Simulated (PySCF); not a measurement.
# Where the electron goes

ClH₅P₂Si₂.
Cartesian coordinates in Å at the PBE0-D3(BJ)/def2-SVP level; atoms count from 1:
```
atom  x, y, z in Å
Cl1   -0.9981   -5.2330   -1.9176
Si2   -0.7856   -3.3750   -1.0320
P3    -2.5709   -2.0037   -1.3349
Si4   -0.8000   -0.5537   -1.3527
P5     0.7830   -2.0627   -2.0013
H6    -0.5530   -3.5913    0.4247
H7    -2.4363   -2.1605   -2.7541
H8    -0.9692    0.5755   -2.3124
H9    -0.5733   -0.0151    0.0209
H10    1.6827   -1.9665   -0.8960
```

Computed, not measured: PySCF, TDDFT CAM-B3LYP/def2-SVPD, vertical, gas phase, core orbitals frozen in the response.

Kohn–Sham orbitals with the atoms that hold most of them (Löwdin shares over 4%, at most four atoms; ? is withheld):

```csv
orbital,ε (eV),atoms
LUMO+2,0.33,"Si4 22%, P5 16%, Si2 15%, P3 12%"
LUMO+1,0.18,"Si2 21%, P5 18%, Si4 17%, P3 12%"
LUMO,0.05,?
HOMO,?,?
HOMO-1,-9.51,"P3 27%, Cl1 20%, Si2 16%, Si4 11%"
HOMO-2,-9.70,"P5 38%, Cl1 23%, Si4 14%, Si2 9%"
HOMO-3,-9.86,"P3 31%, P5 30%, Si4 14%, H10 7%"
```

Problem. Give the leading atoms of the HOMO.

Solution. P5 (bonded to 2 Si and H) 37%; P3 (bonded to 2 Si and H) 35%; Si2 (bonded to Cl, 2 P and H) 10%; Si4 (bonded to 2 P and 2 H) 9%. By element: phosphorus 72%, silicon 18%.

Problem. Give the leading atoms of the LUMO.

Solution. P3 (bonded to 2 Si and H) 22%; P5 (bonded to 2 Si and H) 20%; Si4 (bonded to 2 P and 2 H) 19%; Si2 (bonded to Cl, 2 P and H) 14%. By element: phosphorus 42%, silicon 33%.

Problem. What is the HOMO energy, and the HOMO–LUMO gap?

Solution. ε(HOMO) = -8.41 eV; the gap is 8.46 eV (0.3108 hartree).

Problem. The HOMO–LUMO gap is 8.46 eV. Where does the response calculation put the lowest singlet, and from which orbitals?

Solution. S1 is at 5.20 eV (f = 0.0013), 3.26 eV below the gap, made of HOMO→LUMO (92%). 

Problem. One configuration dominates each of S1 and S2. Which, and how do the shares of the two leading atoms of either orbital change from the occupied to the empty one?

Solution. 
- S1 (5.20 eV, f 0.0013), HOMO→LUMO (92%): P5 37% → 20%, P3 35% → 22%
- S2 (5.39 eV, f 0.0018), HOMO→LUMO+1 (89%): P5 37% → 18%, P3 35% → 12%, Si2 10% → 21%

One conformer stands for the species.
